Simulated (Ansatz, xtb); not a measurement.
## BH7NOP: which of two isomers lies lower

Structure X is `O[BH2-][NH2+]P`, a singlet and structure Y is `[NH3+][BH2-]PO`, a singlet. Both are isolated molecules in the gas phase, relaxed with B3LYP-D3(BJ)/def2-SVP; the shapes shown needn't be the lowest conformers.

X (Å):

```xyz
11

B     0.1141   -0.3159    2.1866
N    -0.7570   -0.4870    0.6897
O    -0.8541    0.0657    3.1524
P     0.1916   -1.4425   -0.5033
H    -1.0923   -0.6692    3.7254
H     0.6297   -1.4288    2.3102
H     0.8974    0.5763    1.8766
H    -1.6317   -0.9642    0.9228
H    -1.0027    0.4579    0.3865
H     1.3976   -0.7110   -0.3042
H    -0.1675   -0.6978   -1.6735
```

Y (Å):

```
atom    x (Å)    y (Å)    z (Å)
   B   0.3739  -2.4572   0.0586
   N  -0.8257  -2.8165  -0.9779
   O  -0.3745  -0.2247  -1.3264
   P   1.1371  -0.7870  -0.6696
   H  -1.2255  -1.8977  -1.2486
   H  -1.5531  -3.4047  -0.5676
   H  -0.4832  -3.2692  -1.8284
   H   1.1751  -3.3738   0.1037
   H  -0.1671  -2.2213   1.1265
   H   1.6534  -1.3122  -1.9089
   H  -0.4682   0.7229  -1.1743
```

Energies in hartree; the thermal terms are from B3LYP-D3(BJ)/def2-SVP harmonic frequencies (ideal gas, rigid rotor, one conformer each, 298.15 K, 1 atm) and include the zero-point energy:

|  | X | Y |
| --- | --- | --- |
| E, CCSD(T)/def2-SVP | −499.270192 | −499.261298 |
| E, MP2/def2-SVP | −499.201755 | −499.193573 |
| E, MP2/def2-TZVPP | −499.666294 | −499.661420 |
| zero-point energy | 0.083335 | 0.086078 |
| H(298 K) − E | 0.090717 | 0.093208 |
| G(298 K) − E | 0.053609 | 0.057144 |

Task: Correct the CCSD(T) difference for the basis set by the MP2 change, then work out ΔE, ΔE₀, ΔH and ΔG for X → Y in kJ/mol (1 Eh = 2625.50 kJ/mol) and the equilibrium ratio [Y]/[X].

Result: 1. Differences Y − X: CCSD(T) +0.008894, MP2 in the small set +0.008182, MP2 in the large set +0.004874 Eh.
2. ΔE = +0.008894 + (+0.004874 − (+0.008182)) = +0.005586 Eh = +14.67 kJ/mol.
3. ΔE₀ = ΔE + ΔZPE = +0.005586 + (+0.002743) Eh = +21.87 kJ/mol.
4. ΔH = ΔE + (+0.002491) Eh = +21.21 kJ/mol.
5. ΔG = ΔE + (+0.003535) Eh = +23.95 kJ/mol, so ΔS = (ΔH − ΔG)/T = −9.2 J/(mol K).
6. kT = 0.9442 mEh, so K = [Y]/[X] = exp(−ΔG/kT) = exp(−9.66) ≈ 6.4 × 10^−5.

Structure X is favoured at this temperature. An error of 4 kJ/mol in ΔG would change K by a factor of 5. Mirror images and further conformers aren't counted.

As drawn, Y has 1 B–P, 1 O–P, 1 N–H in place of 1 B–O, 1 N–P, 1 P–H.

Other levels gave ΔE = +18.8 (B3LYP-D3(BJ)/def2-SVP); +32.0 (HF/def2-SVP); +21.5 (MP2/def2-SVP); +23.4 (CCSD(T)/def2-SVP) kJ/mol. The correlated steps freeze 8 core orbitals. Programs: Ansatz 0.2.0.
